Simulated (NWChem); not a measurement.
# BeSiH$_{4}$; SMILES [SiH3][BeH]

Program: NWChem. Structure relaxed at the PBE0/def2-SVP level. Ions are spin-unrestricted doublets at the neutral geometry; other ion states weren't tried. Functional: LC-ωPBE (HJS hole) with def2-SVP; rows give the range parameter ω in 1/bohr.

| range parameter (1/bohr) | vertical ionisation energy, ΔSCF (eV) | −ε(HOMO) (eV) | ΔSCF minus −ε(HOMO) (eV) |
|---|---|---|---|
| 0.10 | ___ | ___ | ___ |
| 0.20 | 10.26 | 9.37 | 0.89 |
| 0.40 | 10.50 | 10.63 | -0.13 |
| 0.50 | 10.57 | 10.94 | -0.37 |
| 0.60 | 10.61 | 11.14 | -0.53 |

What belongs in the gaps?


- 0.10, vertical ionisation energy, ΔSCF (eV): 10.12
- 0.10, −ε(HOMO) (eV): 8.23
- 0.10, ΔSCF minus −ε(HOMO) (eV): 1.89
